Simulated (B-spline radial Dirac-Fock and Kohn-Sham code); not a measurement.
**How the settings move the core levels of Ir**

ΔSCF core binding energies without Breit or QED terms, calculated with a B-spline atomic structure program. Keys: rel is the Hamiltonian (dirac, or spin-free x2c and nr, where L3 and M5 stand for the whole 2p and 3d shells), method is hf or an exchange,correlation pair (spin-unpolarised, also for the hole states), nuc the nuclear model, radius_factor scales its radius, rmax is the box in bohr, h the logarithmic mesh step, order the B-spline order, points the quadrature points per cell, c_factor scales the speed of light, and damp, ndamp, maxit and tol steer the iteration. The run stops when the commutator error falls below 10·tol·max(1, Z/10), or the numerical noise floor, and the energy has settled to about 1e-8 Ha; the virial ratio is −V/T.

Base input:

```json
{"items": [{"Z": 77, "q": 0, "cfg": [[1, 0, 2], [2, 0, 2], [2, 1, 6], [3, 0, 2], [3, 1, 6], [3, 2, 10], [4, 0, 2], [4, 1, 6], [4, 2, 10], [4, 3, 14], [5, 0, 2], [5, 1, 6], [5, 2, 7], [6, 0, 2]], "A": 193, "rrms": 5.4032, "do": "settings", "holes": ["K", "L3", "M5"],
  "settings": [{"rel": "dirac", "method": "hf", "nuc": "fermi", "radius_factor": 1.0, "rmax": 45.0, "h": 0.3, "order": 8, "points": 10, "c_factor": 1.0, "maxit": 60, "damp": 0.5, "ndamp": 3, "tol": 1e-08}]}]}
```

The ground state converged in 11 iterations, with total energy -17846.76054 Ha, virial ratio 1.87828 and highest orbital energy -8.15 eV. ΔSCF binding energies: K (1s) 76517.1 eV, L3 (2p3/2) 11257.9 eV, M5 (3d5/2) 2054.7 eV.

Changes from the base run:

```tsv
changed setting	Δ total energy (Ha)	Δ K (eV)	Δ L3 (eV)	Δ M5 (eV)	iterations
rmax = 30.0; order = 6; damp = 0.8	+0.00102	0.00	0.00	0.00	11
nuc = "gauss"	-0.02586	+0.29	0.00	0.00	11
tol = 0.0001	0.00000	0.00	0.00	0.00	9
method = "pw91,pw91"; radius_factor = 0.8; c_factor = 100.0	?	?	?	?	?
order = 6	+0.00102	0.00	0.00	0.00	11
h = 0.5	+0.55944	-0.08	-0.08	+0.45	11
h = 0.5; order = 6; damp = 0.2	+1.09423	+2.44	+2.43	+2.20	12
radius_factor = 0.5	-2.36729	+26.13	-0.15	-0.04	11
c_factor = 100.0	+1041.17619	-6767.20	-61.86	+50.04	9
method = "wc,pbe"; radius_factor = 0.5; h = 0.5	-8.25555	+73.03	-39.85	-13.85	11
method = "pw91,pw91"	-9.52651	+58.62	-40.14	-15.09	11
```

Q: What does the change method = "pw91,pw91"; radius_factor = 0.8; c_factor = 100.0 do?

A: The total energy moves by +1035.64297 Ha and the binding energies by K -6736.50 eV, L3 -104.40 eV, M5 +34.13 eV; the run takes 8 iterations.
